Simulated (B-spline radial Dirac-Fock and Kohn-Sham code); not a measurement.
**Er⁶⁴⁺: scattering cross sections and density moments**

System: Er⁶⁴⁺ in the configuration [He] 2s2.

Input file task.json (cfg lists n, l and occupation; rrms is the nuclear radius in fm):

```json
{"items": [{
  "Z": 68,
  "q": 64,
  "cfg": [[1, 0, 2], [2, 0, 2]],
  "A": 166,
  "rrms": 5.2516,
  "do": ["scatter"],
  "s": [0.0, 0.09, 0.11, 0.13, 0.16, 0.2, 0.24, 0.3, 0.36, 0.44, 0.54, 0.66, 0.8, 0.98, 1.19, 1.45, 1.77, 2.16, 2.63, 3.21, 3.92, 4.77, 5.82],
  "pz": [0, 0.1, 0.2, 0.3, 0.4, 0.5, 0.6, 0.8, 1.0, 1.2, 1.4, 1.6, 1.8, 2.0, 2.5, 3.0, 4.0, 5.0, 7.0, 10.0, 15.0, 20.0, 30.0, 40.0, 60.0, 100.0],
  "hv_scatter": [2000, 5000, 17479.3, 30000, 100000, 200000, 500000, 1000000]
}]}
```

Launch: `python xray_run.py task.json out`

The computed values come from a B-spline atomic structure program: relativistic Hartree-Fock (Dirac-Fock) wave functions, averaged over the configuration.

```
Sum of ⟨r⟩                          : 0.2045 bohr
Sum of ⟨r²⟩                         : 0.01704 bohr²
Sum of ⟨1/r⟩                        : 194.86 per bohr
Langevin diamagnetic susceptibility : -0.0135 × 10⁻⁶ cm³/mol
Lamb shielding (α²/3)Σ⟨1/r⟩         : 3459 ppm
```

Coherent scattering is the Thomson cross section weighted by f₀², without anomalous dispersion; incoherent scattering is Klein-Nishina weighted by S. The Lamb formula is the non-relativistic shielding expression. Electron correlation is left out. A dash stands where the photon energy is too low for the impulse approximation behind that column.

```tsv
hν (keV)	coherent (b)	incoherent (b)	incoherent per electron (b)
2	10.64	–	–
5	10.59	–	–
17.4793	10.02	–	–
30	8.991	–	–
100	3.888	0.9633	0.241
200	1.843	1.095	0.274
500	0.4610	1.005	0.251
1000	0.1326	0.7966	0.199
```

Incoherent scattering overtakes coherent scattering between 200 and 500 keV.
